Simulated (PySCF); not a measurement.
## BeAs⁺ at TPSSh

Computed with TPSSh; PySCF, no relativity, basis sets Be def2-TZVP, As def2-TZVP.

- state: ³Σ⁻ (triplet), unpaired electrons π ↑↑
- bond length: 2.128 Å
- harmonic wavenumber: 558 cm⁻¹
- force constant: 1.48 mdyn/Å
- rotational constant Be: 0.4627 cm⁻¹
- anharmonicity ωexe: 5.33 cm⁻¹
- vibration–rotation constant αe: 0.00526 cm⁻¹
- well depth De to Be⁺ + As: 63.0 kcal/mol
- dissociation energy D0: 62.2 kcal/mol
- bond order (Mayer): 1.56
- dipole moment (positive dipole points towards As; it is taken about the centre of mass and depends on that origin): -7.18 D

Spin–orbit coupling is left out. For an ion De counts to the pair picked by the measured ionisation energies or electron affinities, which need not be the lowest pair at this level. The state is the lowest determinant that a PBE0 search found; another state may lie lower at other levels.
